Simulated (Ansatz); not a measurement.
`C#[C][Hf]([Cl])([Cl])[Cl]` + H₂O → `[OH][Hf]([Cl])([Cl])[Cl]` + acetylene at 600 K and 1 bar (formal hydrolysis of the Hf–C bond).

Gas-phase electronic energies from Ansatz, PBE0-D4/def2-TZVP geometries. CCSD(T)/CBS adds triple-zeta CCSD(T) − MP2 to the extrapolated MP2 energy (def2 sets, frozen cores). This one scheme is used for every species. Elements past krypton have def2 core potentials. For Hf outer-core shells are correlated without core-valence functions, which leaves a few kJ/mol of doubt a bond. Each species was taken in one conformer, which may not be the lowest.

```json
{"species": "`C#[C][Hf]([Cl])([Cl])[Cl]`", "CCSD(T)/CBS energy (Eh)": "-1504.12469", "H − E (kJ/mol)": "122.5", "S (J/(mol·K))": "502.5"}
{"species": "H₂O", "CCSD(T)/CBS energy (Eh)": "-76.37941", "H − E (kJ/mol)": "76.8", "S (J/(mol·K))": "212.8"}
{"species": "`[OH][Hf]([Cl])([Cl])[Cl]`", "CCSD(T)/CBS energy (Eh)": "-1503.31799", "H − E (kJ/mol)": "101.5", "S (J/(mol·K))": "471.2"}
{"species": "`C#C`", "CCSD(T)/CBS energy (Eh)": "-77.22717", "H − E (kJ/mol)": "96.2", "S (J/(mol·K))": "235.4"}
```

H − E and S are ideal-gas, rigid-rotor, harmonic terms from PBE0-D4/def2-TZVP, for one conformer and one mirror image of each species. 1 Eh = 2625.50 kJ/mol, R = 8.31446 J/(mol·K).

Question: By hand: ΔE, ΔH, ΔS and ΔG.

Answer: ΔE = (-1503.31799) + (-77.22717) − (-1504.12469) − (-76.37941) = -0.04106 Eh = -107.8 kJ/mol. Δ(H − E) = 101.5 + 96.2 − 122.5 − 76.8 = -1.6, so ΔH = -109.4 kJ/mol. ΔS = 471.2 + 235.4 − 502.5 − 212.8 = -8.7 J/(mol·K). ΔG = -109.4 − 600 × (-8.7)/1000 = -104.2 kJ/mol.

Question: By hand: the equilibrium constant, and the temperature at which ΔG would vanish if ΔH and ΔS stayed fixed.

Answer: log₁₀ K = −ΔG/(RT ln 10) = 9.1. ΔG = 0 at ΔH/ΔS = 12575 K, far beyond where these terms or the molecules hold.

The number of gas molecules stays the same, so ΔS is small and ΔH decides. A doubt of 5 kJ/mol in ΔE shifts log₁₀ K by 0.4 here. Other conformers and mirror images would add mixing entropy, several J/(mol·K) or more a flexible species. These are equilibria of isolated gas molecules and say nothing of rates. Largest T1 diagnostic: 0.014 (customary marks: 0.02 for closed shells, 0.045 for open ones).
